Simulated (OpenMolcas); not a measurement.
## As+: effect of the basis set

```json
{
 "Program": "OpenMolcas",
 "Method": "SS-RASPT2, IPEA 0.25 Eh, imaginary shift 0.1 Eh (closed shells correlated: 3d 4s)",
 "Active space": "2 electrons in 9 orbitals (RAS2 4p; RAS3 4d 5s, at most 1 electron)",
 "State averaging": "2S+1 = 3 even, 3 roots; 2S+1 = 1 even, 6 roots; 2S+1 = 3 odd, 18 roots; 2S+1 = 1 odd, 18 roots",
 "Spin-orbit coupling": "RASSI with atomic mean-field integrals over the reference wave functions, term energies averaged over their components"
}
```

A. ANO-RCC-VQZP [7s6p4d2f1g], DKH2, point nucleus; CASPT2 step about 15 core-seconds
B. ANO-R3 [7s6p5d3f2g], X2C, finite nucleus; CASPT2 step roughly 50 core-seconds
C. ANO-RCC [9s8p6d4f2g], DKH2, point nucleus; CASPT2 step roughly 40 core-seconds

Energies in cm-1 above 4s2 4p2 3P0, the measured ground level; measured values from NIST Handbook of Basic Atomic Spectroscopic Data.

```tsv
Level	A	B	C	Measured
4s2 4p2 3P0	0.0	0.0	0.0	0.0
4s2 4p2 3P1	899	912	911	1063
4s2 4p2 3P2	2230	2260	2250	2541
4s2 4p2 1D2	9940	10120	9930	10096
4s2 4p2 1S0	26200	26470	26060	22599
4s2 4p 5s 3P* 0	79060	78800	78170	78731
4s2 4p 5s 3P* 1	79430	79170	78490	79128
4s2 4p 5s 3P* 2	81460	81160	80620	81509
4s2 4p 5s 1P* 1	82970	82690	81800	82819
4s2 4p 4d 1D* 2	86990	98480	87000	
4s2 4p 4d 3F* 2 [75 %]	89140	104810	88810	
4s2 4p 4d 3F* 3	89580	105520	89150	
4s2 4p 4d 3F* 4	90870	106770	90490	
4s2 4p 4d 3D* 1 [68 %]	93900	111410	92810	
4s2 4p 4d 3D* 3	95050	112800	93990	
4s2 4p 4d 3P* 1 [69 %]	96460	112890	95600	
4s2 4p 4d 3P* 0	96630	112780	95790	
4s2 4p 4d 1P* 1	105420	128990	102900	
4s2 4p 4d 1F* 3	106590	135120	103790
```

Deviations, from unrounded energies. A percentage is the sum of absolute deviations over the sum of measured energies, with the sign that they share, or ± where signs differ.

```csv
Against measurement,Levels,A,B,C
mean absolute deviation (cm-1),8,630,620,900
fine structure of the ground term (%),2,-13.2,-11.9,-12.2
other terms of the ground configuration (%),2,±11.5,+11.9,±11.1
other configurations (%),4,±0.3,±0.2,-1.0
```

A, B lie about equally close to measurement and C furthest from it. The largest miss of B in the table is 4s2 4p2 1S0, by +3900 cm-1. The ranking rests on the paired levels alone, and a cruder setting can come out closer through cancelling errors.

The two smallest mean deviations differ by little beside CASPT2's spread within terms, so their order carries little weight.

Among A to C the level of the table that moves most is 4s2 4p 4d 1F* 3, by 31000 cm-1 (lowest in C, highest in B). Moves below CASPT2's spread within the term are not significant.

Term energies are means over components that CASPT2 splits; among the terms shown or strongly mixed into the levels shown the widest spread is 170 cm-1 (4s2 4p 4d 1F*, C). Over all roots computed the reference weight is 0.85 to 0.94 in B; the roots of lowest weight are the least certain, and an intruder state may touch them. ANO sets are built for valence states and can reach diffuse excited orbitals poorly, and with the s shell closed the s pⁿ⁺¹ terms that mix with these levels are absent. With the s shell closed, the reference lacks s² → p² mixing. Some terms miss by over 15 % even with CASPT2, which points to a basis or an active space too small for the shells correlated. Computed and measured levels are paired by configuration, term and J; levels that our copy of the source lacks, or whose pairing is in doubt (as where it misses far off the trend of its configuration), stay unpaired and out of the deviations. Where the source uses jj or jK labels, the order within each J decides. Only configurations of the active space appear. Levels that lie high or do not pair safely by name in every column are left out.

A share in square brackets marks a mixed level and gives the weight of the term that names it, the lowest over the columns. * marks odd parity.
